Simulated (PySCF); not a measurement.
B3LYP has the VWN-RPA correlation part, as in Gaussian. Excitations are Tamm–Dancoff values on a coarser integration grid. The basis has no diffuse functions, so Rydberg states are missing or too high.

Cartesian coordinates (Å):
SMILES: O=CS
```xyz
5

O     -1.4865    -0.8839     0.0317
C     -0.5276    -0.1980    -0.1649
S      0.8584    -0.1276     0.9563
H     -0.4121     0.4501    -1.0507
H      1.5630     0.7583     0.2317
```
Charge 0, spin multiplicity 1.

Task: Estimate the HOMO–LUMO gap, S1 excitation (TDA) and brightest of the four lowest singlets (TDA) that B3LYP-D3(BJ)/def2-TZVP in PySCF returns for this input.

Result: 
- HOMO–LUMO gap = 6.47 eV
- S1 excitation (TDA) = 4.66 eV
- brightest of the four lowest singlets (TDA) = 6.43 eV
